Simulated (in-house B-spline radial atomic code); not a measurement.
Xe⁷⁺. Computed with a B-spline radial atomic code. Model: all-electron spherical atom, spin shells full or empty, radial basis limit, no spin-orbit coupling: exact exchange with a local potential (Slater, KLI or optimised effective potential, whose far tail is KLI's), no correlation.

Empty minority-spin level lies below the highest occupied level: each spin potential is zero at infinity, spin occupations fixed.

Exchange potential has not reached -1/r at the last radius.

The run also made RPA and GW results, which its time includes.

The Slater potential averages the orbital exchange potentials with the orbital densities as weights, KLI adds orbital constants, and the optimised effective potential minimises the exact-exchange energy among local potentials. So their energies lie above Hartree-Fock in the order OEP, KLI, Slater. All fall off as −1/r, unlike LDA and GGA exchange.

Command:
```bash
python run_gw.py task.json out
```
Settings (nuclear radius in fm, other lengths in bohr, energies in hartree):
```
Z                      54
electrons              47
configuration          [Kr] 4d10 5s1
hamiltonian            x2c
method                 oep
lmax                   9
rms_radius             4.7859
spin_polarised         True
box_radius             8.41
intervals              97
ion_configuration      [Kr] 4d10
```

Cost of the run: 30 s on 1 thread of Arm Neoverse N1, on a shared host.

Given: hamiltonian one-electron scalar X2C; mean-field start exchange-only OEP.

Computed: energy above Hartree-Fock 16.471 millihartree.

```csv
radius (bohr),r times exchange potential up (hartree bohr),r times exchange potential down (hartree bohr)
0.000926,-0.047423,-0.047691
0.00115,-0.058767,-0.059101
0.00144,-0.073337,-0.073755
0.0018,-0.091227,-0.091749
0.00224,-0.11274,-0.11339
0.00279,-0.13903,-0.13985
0.00348,-0.17099,-0.17201
0.00434,?,?
0.00542,-0.25401,-0.25561
0.00675,-0.30471,-0.3067
0.00842,-0.36098,-0.36348
0.0105,-0.41977,-0.42292
0.0131,-0.47636,-0.48035
0.0163,-0.5221,-0.52716
0.0204,-0.54652,-0.55303
0.0254,-0.53543,-0.54387
0.0317,-0.4968,-0.50777
0.0395,-0.50121,-0.51493
0.0493,-0.61774,-0.63417
0.0614,-0.77877,-0.79864
0.0766,-0.90296,-0.92764
0.0955,-0.95119,-0.98235
0.119,-0.8951,-0.93484
0.149,-0.84335,-0.89307
0.185,-1.0372,-1.0969
0.231,?,?
0.288,-1.3374,-1.4327
0.359,-1.1703,-1.2922
0.448,-0.81563,-0.95772
0.559,-1.1264,-1.3018
0.697,-1.3913,-1.6209
0.869,-1.4199,-1.7037
1.08,-1.2528,-1.6052
1.35,-1.0072,-1.4099
1.69,-0.96373,-1.2336
2.1,-1.0197,-1.131
2.62,-1.0316,-1.0674
```

Problem. What belongs in the row 0.00434?

Solution. r times exchange potential up (hartree bohr): -0.2091; r times exchange potential down (hartree bohr): -0.21036.

Problem. What belongs in the row 0.231?

Solution. r times exchange potential up (hartree bohr): -1.2648; r times exchange potential down (hartree bohr): -1.3396.

```
occupied  level (hartree)  Hartree-Fock level (hartree)
   1s up          -1264.3                       -1279.7
 1s down          -1264.6                       -1279.7
   2s up          -199.94                       -205.83
 2s down          -200.27                       -205.82
   2p up                ?                             ?
 2p down          -180.21                       -184.93
   3s up          -43.875                       -46.442
 3s down          -44.203                       -46.425
   3p up                ?                             ?
 3p down          -37.694                       -39.499
   3d up          -27.667                       -29.184
 3d down          -27.995                       -29.181
   4s up          -10.806                       -11.815
 4s down          -11.129                        -11.78
   4p up          -8.7402                       -9.5034
 4p down          -9.0624                       -9.4889
   4d up          -5.6947                        -6.025
 4d down          -6.0108                       -6.0113
   5s up          -3.8381                       -3.8371
```

Problem. What belongs in the row 2p up?

Solution. level (hartree): -179.89; Hartree-Fock level (hartree): -184.93.

Problem. What belongs in the row 3p up?

Solution. level (hartree): -37.366; Hartree-Fock level (hartree): -39.506.

| empty | level (hartree) |
| --- | --- |
| 5s down | -4.0314 |
| 5p down | -3.4234 |
| 5p up | -3.2659 |
| 4f down | -2.8972 |
| 4f up | ? |
| 5d down | -2.5535 |
| 5d up | -2.455 |
| 6s down | -2.1411 |

Problem. What belongs in the row 4f up?

Solution. level (hartree): -2.6349.

The highest level, 5s up, differs from Hartree-Fock by -0.028 eV and the deepest, 1s down, by +409 eV: a local potential can match the highest level but can't give each shell its own exchange.
